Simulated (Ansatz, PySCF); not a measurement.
Gas-phase reaction (SMILES): CC1=CC=CC1 [1-methylcyclopenta-1,3-diene] + 6 C (CH4) -> 2 C=C (C2H4) + 4 CC (C2H6); bond separation energy.

Geometries: B3LYP-D3(BJ)/def2-TZVP minima from Ansatz (a program for electronic structure), one conformer each, not searched for the lowest. Cores are frozen in the correlated levels unless marked. No spin-orbit coupling. No relativistic terms. Basis-set limits of correlation are two-point, X^-3; Hartree-Fock from the larger set. [CCSD(T)-MP2]/basis is that difference in the basis named. Unstable Hartree-Fock reference: CC1=CC=CC1. Thermal terms are rigid-rotor harmonic-oscillator values from B3LYP-D3(BJ) frequencies (PySCF) at 298.15 K and 1 atm. 1 Eh = 627.5095 kcal/mol.

| species | E, RI-MP2/CBS(cc-pVTZ,cc-pVQZ)+[CCSD(T)-MP2]/cc-pVTZ (Ansatz) (Eh) | E, PBE0-D4/def2-TZVPD (Ansatz + dftd4) (Eh) | H - E (Eh) | G - E (Eh) |
|---|---|---|---|---|
| CC1=CC=CC1 | -233.09919 | -233.22690 | 0.12674 | 0.09122 |
| C (CH4) | -40.46125 | -40.47492 | 0.04840 | 0.02728 |
| C=C (C2H4) | -78.47961 | -78.51403 | 0.05494 | 0.03009 |
| CC (C2H6) | -79.71807 | -79.75255 | 0.07887 | 0.05302 |

Q: Work out ΔE and ΔH, ΔG, ΔS and the equilibrium constant at 298.15 K at the first level, then ΔH at the second.

A: 
1. ΔE = [2×(-78.47961) + 4×(-79.71807)] - [(-233.09919) + 6×(-40.46125)] = 0.03519 Eh = 22.1 kcal/mol at RI-MP2/CBS(cc-pVTZ,cc-pVQZ)+[CCSD(T)-MP2]/cc-pVTZ.
2. The terms H - E add up to 0.00822 Eh, so ΔH = (0.03519 + (0.00822))×627.5095 = 27.2 kcal/mol.
3. The terms G - E add up to 0.01736 Eh, so ΔG = 33.0 kcal/mol, and ΔS = (0.00822 - (0.01736))×627509.5/298.15 = -19.2 cal/(mol K).
4. log10 K = -ΔG/(RT ln 10) = -24.2, with RT ln 10 = 1.3642 kcal/mol.
5. At PBE0-D4/def2-TZVPD the same steps give ΔE = 23.9 and ΔH = 29.1 kcal/mol, a shift of +1.9 from the first level.
6. These values are not checked against measurement here, since the tables used lack a sound gas-phase enthalpy of formation for at least one species.
